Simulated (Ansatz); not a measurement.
**Cost against result**

Saddle point of SiH$_{4}$Cl$_{2}$O, singlet (SiH₂Cl₂O ([OH][SiH]([Cl])[Cl]) + H₂ → SiH₂Cl₂ ([Cl][SiH2][Cl]) + H₂O; bonds formed: Si1–H7, O2–H6; bonds broken: Si1–O2, H6–H7), PBE0-D4/def2-TZVP structure:

| atom | x (Å) | y (Å) | z (Å) |
| --- | --- | --- | --- |
| Si1 | -0.3419 | -0.1841 | -0.3998 |
| O2 | 1.0611 | 0.7329 | 0.3364 |
| Cl3 | -0.0449 | -1.8796 | -1.5351 |
| Cl4 | -2.1585 | 0.0586 | 0.5551 |
| H5 | -0.5096 | 0.7992 | -1.4925 |
| H6 | 0.8152 | -0.1474 | 1.0439 |
| H7 | 0.2003 | -1.0499 | 0.9358 |
| H8 | 0.9783 | 1.6701 | 0.5563 |

Barriers are electronic and count from the start structure reached by relaxing down the imaginary mode.

Ansatz 0.2.0; basis: as named in each row; cores frozen in the correlated methods. B3LYP uses VWN-RPA correlation. Extrapolation: Hartree–Fock as exp(−7.88 √X), correlation as X^−2.97.

Times are rough, for one single point on 4 threads of a shared host (Arm Neoverse V2).

The estimate by CCSD(T) at an estimated basis limit (MP2 extrapolated from triple and quadruple zeta, plus CCSD(T) − MP2 in triple zeta) is 2.565 eV.

```csv
method,basis,time (s),barrier (eV),method less estimate
HF,STO-3G,under 1,3.494,0.929
PBE-D4,STO-3G,under 1,1.999,-0.566
SPW92,def2-SVP,under 1,1.644,-0.920
B3LYP-D4,6-31G,under 1,2.269,-0.295
PBE-D4,def2-SVP,under 1,2.010,-0.555
PBE0-D4,def2-SVP,under 1,2.170,-0.395
SPW92,def2-TZVPP,under 1,1.787,-0.777
PBE-D4,def2-TZVPP,1,2.163,-0.402
CCSD(T),def2-SVP,2,2.498,-0.067
BLYP-D4,def2-TZVPP,2,2.435,-0.129
B3LYP-D4,def2-TZVPP,2,2.523,-0.042
BHLYP-D4,def2-TZVPP,2,2.706,0.142
PBE0-D4,def2-TZVPP,2,2.313,-0.251
CAM-B3LYP-D4,def2-TZVPP,2,2.530,-0.035
r2SCAN-D4,def2-TZVPP,3,2.347,-0.218
RPA on PBE,def2-TZVPP,3,2.560,-0.005
wB97M-V,def2-SVP,3,2.266,-0.299
B2PLYP,def2-TZVPP,4,2.571,0.006
PBE-QIDH,def2-TZVPP,4,2.464,-0.101
r2SCAN0-D4,def2-TZVPP,4,2.436,-0.129
wB97X-V,def2-TZVPP,6,2.502,-0.062
B97M-V,def2-TZVPP,6,2.451,-0.114
wB97M-V,def2-TZVPP,6,2.470,-0.094
MP2,def2-QZVPP,11,2.553,-0.012
CCSD(T),def2-TZVPP,52,2.569,0.004
```

All methods are single points on the PBE0-D4 structures.

T1 diagnostic: at most 0.011.

Labels in which every atom is bracketed show which atoms are joined, not bond orders.
